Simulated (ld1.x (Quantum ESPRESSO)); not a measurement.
**B (Z = 5): excitation energies, all-electron against TM**

boron, norm-conserving Troullier–Martins (Kleinman–Bylander form), made with ld1.x (Quantum ESPRESSO) 7.5 (PBE, non-relativistic). Core [He], reference 2s1.75 2p1.25. Waves: 2s (bound): rc 1.20 bohr; 2p (bound): rc 2.80 bohr. Local part: all-electron potential smoothed inside 1.20 bohr (lloc = -1). Core correction: a·sin(br)/r model core inside 1.15 bohr.

Energies are relative to the spin-unpolarised reference configuration 2s1.75 2p1.25; without spin polarisation the order of configurations can differ from experiment.

```json
{"valence configuration": "2s2 2p1", "charge": "0", "ΔE all-electron (eV)": "-1.459", "error AE − PS (meV)": "-0.8"}
{"valence configuration": "2s2 2p0", "charge": "+1", "ΔE all-electron (eV)": "6.763", "error AE − PS (meV)": "+81"}
{"valence configuration": "2s1 2p0", "charge": "+2", "ΔE all-electron (eV)": "32.179", "error AE − PS (meV)": "+268"}
{"valence configuration": "2s0 2p3", "charge": "0", "ΔE all-electron (eV)": "10.249", "error AE − PS (meV)": "-34"}
{"valence configuration": "2s2 2p1.3", "charge": "-0.3", "ΔE all-electron (eV)": "-2.197", "error AE − PS (meV)": "-1.5"}
{"valence configuration": "2s2 2p0.5", "charge": "+0.5", "ΔE all-electron (eV)": "1.430", "error AE − PS (meV)": "+14"}
```

Task: What are ΔE and the potential's error for 2s1 2p1?

Result: ΔE = 12.897 eV all-electron; the error (AE − PS) is -18 meV.
